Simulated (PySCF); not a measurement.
**Telling isomers of C9H16 apart by NMR**

PySCF 2.14.0 with density-fitted response routines calculation with geometry from GFN2-xTB and GIAO PBE0/pcSseg-1 shieldings; relativity neglected, isolated molecule, equivalent nuclei averaged, a single conformation.

Chemical shifts δ = σref − σ; 1H, 13C vs TMS, all at this level. Where no couplings were computed, multiplicities follow the n + 1 count of equivalent neighbours, and m marks all less simple cases (inequivalent or close neighbours, rings, F or P nearby). Shifts are as computed. Against solution values, carbons near 30 ppm lie about +3 ppm off and those near 130 ppm about +5 ppm. Of 1211 compounds with measured shifts, 218 miss one by over three times the rms of a fit or turn the order of signals round; such compounds aren't used in these exercises.

(1) Tabulate the signals of `C[C@H]1CC12CCCCC2`, `CC[C@H]1[C@@H]2CCC[C@H]1C2`, `C=CC(C=C)C(C)(C)C` and their relative energies.

(2) What is the quickest way to tell C[C@H]1CC12CCCCC2 from CC[C@H]1[C@@H]2CCC[C@H]1C2?

(3) What is the quickest way to tell CC[C@H]1[C@@H]2CCC[C@H]1C2 from C=CC(C=C)C(C)(C)C?

(4) What is the quickest way to tell C[C@H]1CC12CCCCC2 from C=CC(C=C)C(C)(C)C?

Results:

(1) 
| SMILES | carbon types | δC | δH | E rel. (kcal/mol) |
| --- | --- | --- | --- | --- |
| C[C@H]1CC12CCCCC2 | 1×C 1×CH 6×CH2 1×CH3 | 41.2, 33.9, 31.1, 29.6, 29.6, 25.2, 21.7, 20.8, 16.0 | 1.83 (m, 1H), 1.76 (m, 1H), 1.73 (m, 1H), 1.66 (m, 1H), 1.56 (m, 1H), 1.43 (m, 1H), 1.40 (m, 1H), 1.23 (m, 1H), 1.12 (d, 3H), 1.09 (m, 1H), 0.71 (m, 1H), 0.49 (m, 1H), 0.37 (m, 1H), -0.22 (m, 1H) | 0.0 |
| CC[C@H]1[C@@H]2CCC[C@H]1C2 | 3×CH 5×CH2 1×CH3 | 57.1, 37.9, 34.9, 28.6, 23.3, 19.2, 14.4 | 2.04 (m, 2H), 2.04 (m, 1H), 1.90 (m, 1H), 1.89 (m, 2H), 1.73 (m, 2H), 1.63 (m, 1H), 1.54 (m, 1H), 1.53 (m, 2H), 0.98 (t, 3H), 0.79 (m, 1H) | 5.6 |
| C=CC(C=C)C(C)(C)C | 1×C 3×CH 2×CH2 3×CH3 | 148.1, 122.6, 67.8, 35.3, 29.4 | 6.18 (m, 2H), 5.37 (m, 2H), 5.36 (m, 2H), 2.26 (t, 1H), 0.94 (s, 9H) | 26.1 |

Energies are electronic energies at PBE0/pcSseg-1 on these geometries, without zero-point or thermal terms, each for the one conformer computed, which needn't be the lowest.

(2) Count the carbon signals: 9 against 7. The first has a three-membered-ring carbon (C) at 25.2 ppm, the second an sp3 CH in a ring at 57.1 ppm. Their most deshielded carbons lie at 41.2 and 57.1 ppm.

(3) Count the carbon signals: 7 against 5. The first has an sp3 CH2 in a ring at 34.9 ppm, the second an alkene CH at 148.1 ppm. Their most deshielded carbons lie at 57.1 and 148.1 ppm. In the proton spectra the most deshielded non-exchanging signals are 2.04 (m, 2H) and 6.18 (m, 2H).

(4) Count the carbon signals: 9 against 5. The first has an sp3 CH2 in a ring at 41.2 ppm, the second an alkene CH at 148.1 ppm. In the proton spectra the most deshielded non-exchanging signals are 1.83 (m, 1H) and 6.18 (m, 2H).
